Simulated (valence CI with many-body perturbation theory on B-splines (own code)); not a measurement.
# Which ion has this spectrum?

A relativistic CI+MBPT calculation for an atom or ion with 14 electrons gives these levels (cm⁻¹):

```
J  Parity        E     g
0    even        0      
1    even   492530  1.50
2    even   541507  1.19
2    even  1069453  1.29
0    even  1177113      
2     odd  1266220  1.64
1     odd  1419244  0.95
2     odd  1618993  0.78
2     odd  1690831  1.49
3     odd  1764264  1.25
1     odd  1820553  0.94
2     odd  1891374  1.19
3     odd  1898351  1.18
0     odd  1905696
```

The energies are calculated, and their last digits are not significant.

**Question.** Which is it?
A. Sn36+
B. In35+
C. Te38+
D. Sb37+

**Answer.** C. Te38+, ground level (3s^2 3p1/2^2) J=0.
